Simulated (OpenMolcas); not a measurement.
## Ce2+: CASPT2 settings compared

```yaml
Program: OpenMolcas
Basis: ANO-RCC-VQZP [9s8p6d4f3g2h]
Scalar_Hamiltonian: X2C, point nucleus
Active_space: 2 electrons in 7 orbitals (4f)
State_averaging: 2S+1 = 3 even, 21 roots; 2S+1 = 1 even, 27 roots kept (CI in the orbitals of an earlier block)
Spin-orbit_coupling: RASSI with atomic mean-field integrals over the reference wave functions, term energies averaged over their components
```

Methods on the same reference wave functions:
A. CASSCF
B. SS-CASPT2, IPEA 0.2 Eh, sigma1 regulariser 0.5 Eh (closed shells correlated: 5s 5p)
C. SS-CASPT2, IPEA 0.1 Eh, sigma2 regulariser 0.5 Eh (closed shells correlated: 5s 5p)
D. XMS-CASPT2, IPEA 0.2 Eh, sigma1 regulariser 0.2 Eh (closed shells correlated: 5s 5p)

Energies in cm⁻¹ above 4f² ³H₄, the measured ground level; measured values from Martin, Zalubas and Hagan, Atomic Energy Levels: The Rare-Earth Elements, NSRDS-NBS 60 (1978).

```
  Level      A      B      C      D  Measured
4f² ³H₄    0.0    0.0    0.0    0.0       0.0
4f² ³H₅   1660   1663   1666   1664      1528
4f² ³H₆   3432   3430   3430   3430      3127
4f² ³F₂   5633   4230   4150   4730      3763
4f² ³F₃   6687   5310   5240   5810      4765
4f² ¹D₂  19508  16050  15850  16470     12835
4f² ¹I₆  23390  20200  20150  20630     17421
4f² ³P₀  24820  20690  20280  20770     16072
4f² ³P₁  25120  20990  20580  21070     16524
4f² ³P₂  25978  21880  21480  21980     17317
```

Deviations, from unrounded energies. A percentage is the sum of absolute deviations over the sum of measured energies, with the sign that they share, or ± where signs differ.

| Against measurement | Levels | A | B | C | D |
| --- | --- | --- | --- | --- | --- |
| mean absolute deviation (cm-1) | 9 | 4800 | 2300 | 2200 | 2600 |
| fine structure of the ground term (%) | 2 | +9.4 | +9.4 | +9.5 | +9.4 |
| other terms of the ground configuration (%) | 7 | +47.8 | +23.3 | +21.4 | +25.7 |

C lies closest to measurement on these levels and A furthest from it. The largest miss of C in the table is 4f² ³P₀, by +4200 cm-1. The ranking rests on the paired levels alone, and a cruder setting can come out closer through cancelling errors.

Among B to D the level of the table that moves most is 4f² ¹D₂, by 620 cm-1 (lowest in C, highest in D). Moves below CASPT2's spread within the term are not significant.

The mean deviations of B to D differ by less than CASPT2's widest spread within a term (1700 cm-1), so their order carries little weight.

From A to B the spin-free energies of the other terms of 4f² shown, above ³H, scale by factors of 0.73 to 0.85, as is usual when dynamic correlation screens the repulsion within a d or f shell.

The lowest spin-free term lies below A's lowest term by 0.280 hartree in B, 0.282 hartree in C, 0.288 hartree in D.

CASPT2 does not keep the components of a term degenerate, so their means are used; among the terms shown or strongly mixed into the levels shown the widest spread is 1700 cm-1 (4f² ¹I, D). Terms from blocks run as CI alone lack orbitals of their own. Without dynamic correlation excited terms often stand tens of per cent too high (terms of higher spin than the ground term too low), and those without a measured partner can miss by more than the paired ones (holds for A). Some levels mix across a computed gap that differs much from the measured one, so their mixing is not that of the real levels (holds for A; B). Some terms miss by over 15 % even with CASPT2, which points to a basis or an active space too small for the shells correlated (holds for B; C; D). The CASPT2 spread within a term exceeds the gap to the next term for 4f² ¹I and 4f² ³P, so the order of their levels is uncertain (holds for D). Computed and measured levels are paired by configuration, term and J; levels that our copy of the source lacks, or whose pairing is in doubt (as where it misses far off the trend of its configuration), stay unpaired and out of the deviations. Levels of configurations outside the active space are missing. The table leaves out levels that lie high or whose names do not pair safely across all columns.
